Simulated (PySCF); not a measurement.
PySCF input for H5W, SMILES [WH5+] (connectivity only; charge and spin as stated), charge +1, multiplicity 1, PBE-D3(BJ)/def2-TZVPD. Geometry optimised at PBE-D3(BJ)/def2-TZVPD. The spin state was assumed, not searched. The def2 effective core potentials stand for the cores of W; spin–orbit coupling is left out.

```python
import numpy as np
from pyscf import gto, scf, dft, df
from pyscf.hessian import thermo

mol = gto.M(
    atom='''
    W     0.00000000   -0.00000000   -0.02215201
    H    -1.41552094    0.00000001    0.88201217
    H     1.41552093    0.00000001    0.88201219
    H    -0.00000000    0.00000000    1.63626896
    H     0.00000000   -1.47041182   -0.88052244
    H     0.00000000    1.47041181   -0.88052245
    ''',
    basis='def2-TZVPD',
    ecp={'W': 'def2-tzvp'},
    charge=1,
    spin=0,
    max_memory=1600,
    verbose=3,
)
mf = dft.RKS(mol, xc='pbe').density_fit(auxbasis='def2-universal-jkfit')
mf.disp = 'd3bj'
mf.grids.level = 3
mf.conv_tol = 1e-11
mf.max_cycle = 100
mf.kernel()

# [left out here: the lines that compute and print the analytic Hessian (its translational invariance restored by hand, since the grid's response is missing), thermochemistry and intensities]
```

Log of the run:

```
converged SCF energy = -69.6855910300506

WARN: DFTD3 does not support analytical Hessian, using finite difference


WARN: Mole.unit (angstrom) is changed to Bohr

Mode                                 0                   1                   2
Irrep
Freq [cm^-1]                      258.2968            311.5344            671.0024
Reduced mass [au]                   1.0243              1.0183              1.0080
Force const [Dyne/A]                0.0403              0.0582              0.2674
Char temp [K]                     371.6316            448.2286            965.4231
Normal mode                   x     y     z       x     y     z       x     y     z
       0   W                 0.01  0.00 -0.00   -0.00  0.01 -0.00    0.00 -0.00  0.00
       1   H                -0.14  0.00 -0.22    0.00 -0.64 -0.00   -0.00 -0.51 -0.00
       2   H                -0.14 -0.00  0.22   -0.00 -0.64 -0.00   -0.00  0.51  0.00
       3   H                -0.14  0.00  0.00    0.00  0.19 -0.00   -0.00  0.00  0.00
       4   H                -0.64  0.00 -0.00   -0.00 -0.13  0.21   -0.49  0.00 -0.00
       5   H                -0.64 -0.00 -0.00    0.00 -0.13 -0.21    0.49  0.00  0.00
Mode                                 3                   4                   5
Irrep
Freq [cm^-1]                      936.7186            954.2843           1002.9413
Reduced mass [au]                   1.0123              1.0099              1.0187
Force const [Dyne/A]                0.5233              0.5418              0.6037
Char temp [K]                    1347.7295           1373.0026           1443.0092
Normal mode                   x     y     z       x     y     z       x     y     z
       0   W                -0.00 -0.00 -0.00   -0.00 -0.00  0.00    0.00  0.00 -0.01
       1   H                 0.38 -0.00  0.57   -0.19  0.00 -0.33    0.09  0.00  0.12
       2   H                -0.38 -0.00  0.57   -0.19 -0.00  0.33   -0.09  0.00  0.12
       3   H                 0.00  0.00  0.01    0.83 -0.00 -0.00   -0.00 -0.00 -0.01
       4   H                 0.00  0.07 -0.14    0.06 -0.00  0.00   -0.00 -0.37  0.58
       5   H                 0.00 -0.07 -0.14    0.06  0.00  0.00   -0.00  0.37  0.58
Mode                                 6                   7                   8
Irrep
Freq [cm^-1]                     1030.0632           2010.1780           2017.1565
Reduced mass [au]                   1.0148              1.0110              1.0163
Force const [Dyne/A]                0.6344              2.4069              2.4364
Char temp [K]                    1482.0315           2892.1985           2902.2390
Normal mode                   x     y     z       x     y     z       x     y     z
       0   W                -0.00 -0.01 -0.00    0.00  0.00 -0.00    0.00 -0.01 -0.00
       1   H                 0.00 -0.03  0.00   -0.08  0.00  0.06   -0.00 -0.01  0.00
       2   H                -0.00 -0.03  0.00    0.08  0.00  0.06    0.00 -0.01  0.00
       3   H                -0.00  0.83 -0.00    0.00 -0.00 -0.12    0.00  0.03 -0.00
       4   H                 0.00  0.17 -0.35   -0.00  0.59  0.36    0.00  0.61  0.35
       5   H                -0.00  0.17  0.35   -0.00 -0.59  0.36   -0.00  0.61 -0.35
Mode                                 9                  10                  11
Irrep
Freq [cm^-1]                     2065.7744           2066.0022           2085.4627
Reduced mass [au]                   1.0106              1.0153              1.0143
Force const [Dyne/A]                2.5410              2.5533              2.5992
Char temp [K]                    2972.1894           2972.5171           3000.5165
Normal mode                   x     y     z       x     y     z       x     y     z
       0   W                 0.00  0.00 -0.00   -0.01  0.00 -0.00   -0.00  0.00  0.01
       1   H                -0.58  0.00  0.38    0.59 -0.00 -0.37    0.00  0.00  0.01
       2   H                 0.58  0.00  0.38    0.60  0.00  0.37   -0.00  0.00  0.01
       3   H                 0.00  0.00  0.02   -0.03  0.00  0.00   -0.00  0.00 -0.99
       4   H                 0.00 -0.09 -0.05   -0.01 -0.00 -0.00   -0.00 -0.07 -0.05
       5   H                 0.00  0.09 -0.05   -0.01  0.00 -0.00   -0.00  0.07 -0.05
temperature 298.1500 [K]
pressure 101325.00 [Pa]
Rotational constants [GHz] 60.17653 50.90010 49.31394
Symmetry number 2
Zero-point energy (ZPE) 0.03511 [Eh]   92168.768 [J/mol]
                           tot       elec      trans        rot        vib
Entropy [J/mol/K]       260.765      0.000    174.111     70.823     15.831
Cv [J/mol/K]             49.784      0.000     12.472     12.472     24.841
Cp [J/mol/K]             58.099      0.000     20.786     12.472     24.841
Internal energy [J/mol]                      3718.434   3718.434  95235.969
Internal energy [Eh]   -69.64649  -69.68559
Enthalpy [J/mol]                             6197.391   3718.434  95235.969
Enthalpy [Eh]          -69.64554
Gibbs free energy [J/mol]                  -45713.907 -17397.323  90516.026
Gibbs free energy [Eh] -69.67515
mode   freq/cm-1   IR/(km/mol)
   1      258.30        53.146
   2      311.53        27.452
   3      671.00         0.000
   4      936.72        50.996
   5      954.28        67.728
   6     1002.94         0.020
   7     1030.06         3.074
   8     2010.18         3.487
   9     2017.16         3.529
  10     2065.77         0.383
  11     2066.00         1.107
  12     2085.46         1.131
max |gradient| / (hartree/bohr): 1.1077593206065713e-05
APT charges: [ 1.0896 -0.0251 -0.0251  0.1004 -0.0699 -0.0699]
```

The calculation finished and met its thresholds.
